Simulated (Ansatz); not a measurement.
A structure relaxed at PBE-D4/def2-SVP in Ansatz, charge 0, singlet:

```
atom    x (Å)    y (Å)    z (Å)
 Ta1   1.0674  -0.9642   0.2086
 Ta2  -1.6931   0.3222  -0.6984
  O3   2.0928  -0.0405  -0.8646
  O4  -0.5124  -1.2106  -0.9040
  O5   1.9132  -2.6096   0.7142
  O6  -0.3120  -0.0813   1.4775
  O7  -0.6749   1.9383  -0.2255
  O8  -2.4610   0.6411  -2.2225
  O9   0.8929   0.7807   1.5788
 H10   2.7655  -2.9900   0.4349
 H11   0.5745   1.5474   0.9912
 H12  -3.1062  -0.0191   0.3507
 H13  -0.5467   2.6855  -0.8410
```

(1) Give its formula.

(2) Summarise the bond lengths by kind (pairs closer than 1.2 times the sum of covalent radii, bridged metal pairs left out).

Results:

(1) Ta₂O₇H₄ (the lowest singlet isomer of a short search).

(2) 9 × O–Ta 1.74 to 2.61 Å; 1 × O–O 1.49 Å; 3 × H–O 0.97 to 1.02 Å; 1 × H–Ta 1.79 Å.

In the def2 sets Ta takes a core potential; there is no spin–orbit coupling. The structure holds one bond between oxygen atoms, so isomers without such links may lie far lower. The relaxation made no stability test and no search for a lower SCF solution. The structure comes from a short search, and lower isomers may exist.
